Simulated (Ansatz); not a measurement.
A made-up structure of CH$_{4}$BTe (charge +1), closed shell:

```
7
angstrom
B -1.5102 0.2945 -0.8424
Te -0.5605 -1.1410 0.9603
C 1.4549 -0.2970 0.8251
H -2.7931 0.1176 -1.1237
H -0.6558 1.1441 -1.3999
H 2.3429 -0.6996 1.5539
H 1.7218 0.5815 0.0267
```

It is relaxed with PBE-D4/def2-SVP and then PBE0-D4/def2-TZVP (Ansatz 0.2.0). Atoms count as bonded within 1.22 times the sum of their covalent radii (H–H: 0.88 Å). The end point is not checked to be a true minimum.

**Question.** Does its bonding change? (Judge from chemistry; the calculation decides.)

**Answer.** The calculation gives: No: no bond forms or breaks.

Where it ends: The first stage lowers the energy by 1.20 eV in 6 steps. It ends as CH₄BTe ([BH2][Te][CH2]), total charge +1:
```
7
angstrom
B -1.3487 0.2630 -0.7532
Te -0.4997 -1.0194 0.8549
C 1.2997 -0.2651 0.7374
H -2.4948 0.1054 -1.0012
H -0.5869 1.0214 -1.2530
H 2.0911 -0.6251 1.3893
H 1.5392 0.5199 0.0257
```

Labels in which every atom is bracketed show which atoms are joined, not bond orders.

For scale, one of the runs: PBE0-D4/def2-TZVP relaxation, 136 basis functions, launched by `ansatz run in.yaml --threads 2 --pin off --events-out ev --progress --plain --max-ram 4352MiB`. The run took about 15 s on 2 CPU threads of an Intel Xeon 6975P-C (shared host).
